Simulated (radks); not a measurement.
Spherical quantum dot in the effective-mass picture: electrons in a parabolic well V = omega^2 r^2 / 2 with omega = 2.44, with a point charge +1 (a donor) at the centre, all in effective atomic units (hartree* = m*/eps^2 hartree, bohr* = eps/m* bohr), one dielectric constant everywhere. Calculated with a radial shooting solver with Libxc functionals: non-relativistic Kohn-Sham, LDA (Slater exchange, Perdew-Wang correlation), spin-polarised, spherical densities. Levels are named by radial order and angular momentum (1s, 1p, 1d, 2s, ...), and open shells are averaged over m.

N = 20, configuration 1s2 1p6 1d10 2s2. This is the lowest configuration that the search found. Occupied and some empty levels:

| level | occupation | eigenvalue (hartree*) | <r> (bohr*) |
|---|---|---|---|
| 1s | 2 | 17.581 | 0.8512 |
| 1p | 6 | 19.297 | 1.188 |
| 2s | 2 | 20.732 | 1.221 |
| 1d | 10 | 20.907 | 1.393 |
| 1f | 0 | 22.598 | 1.550 |
| 2p | 0 | 22.822 | 1.395 |
| 1g | 0 | 24.378 | 1.684 |

Energy (hartree*): total 264.359, kinetic 51.195, external 86.139, Hartree 141.74, exchange-correlation -14.711. Static polarisability (adiabatic kernel): 3.177 bohr*^3, against N/omega^2 = 3.359 from the generalised Kohn theorem, which the central charge breaks.

Electron density:

| r (bohr*) | n(r) (e/bohr*^3) |
|---|---|
| 0.120 | 3.128 |
| 0.254 | 2.331 |
| 0.388 | 1.756 |
| 0.521 | 1.397 |
| 0.655 | 1.219 |
| 0.789 | 1.160 |
| 0.923 | 1.146 |
| 1.06 | 1.110 |
| 1.19 | 1.016 |
| 1.32 | 0.8575 |
| 1.46 | 0.6606 |
| 1.59 | 0.4612 |
| 1.73 | 0.2905 |
| 1.86 | 0.1655 |
| 1.99 | 0.08439 |
| 2.13 | 0.03867 |
| 2.26 | 0.01592 |
| 2.39 | 0.005942 |
| 2.53 | 0.001983 |
| 2.66 | 0.0005952 |
